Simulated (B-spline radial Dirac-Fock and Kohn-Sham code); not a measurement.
## Total electron-impact ionisation of neutral atoms, Se to Tl

The computed values come from a B-spline atomic structure program: the relativistic binary-encounter-Bethe (RBEB) model with Dirac-Fock orbital kinetic energies; direct ionisation only. It is a semi-empirical estimate, with the NIST ionisation energy for the outer shell; s- and p-block elements only. Cross sections in 10⁻¹⁶ cm².

```
 Z  element  20 eV  50 eV  70 eV  100 eV  500 eV  1 keV
34       Se   3.88   5.61   5.29    4.74    1.93   1.17
35       Br   2.49   4.70   4.61    4.21    1.79   1.10
36       Kr   1.42   3.87   3.97    3.72    1.62  0.999
37       Rb   8.75   7.21   6.40    5.46    1.99   1.19
38       Sr   9.56   7.86   6.91    5.85    2.08   1.24
49       In   5.92   6.62   6.25    5.60    2.36   1.43
50       Sn   5.41   6.32   5.97    5.34    2.21   1.34
51       Sb   4.74   6.11   5.80    5.21    2.15   1.31
52       Te   4.97   6.64   6.26    5.60    2.27   1.37
53        I   3.85   6.05   5.79    5.25    2.19   1.33
54       Xe   2.66   5.30   5.20    4.80    2.07   1.26
55       Cs   10.2   8.75   7.74    6.58    2.44   1.46
56       Ba   11.5   9.50   8.34    7.02    2.48   1.47
81       Tl   4.59   6.38   6.22    5.72    2.51   1.55
```
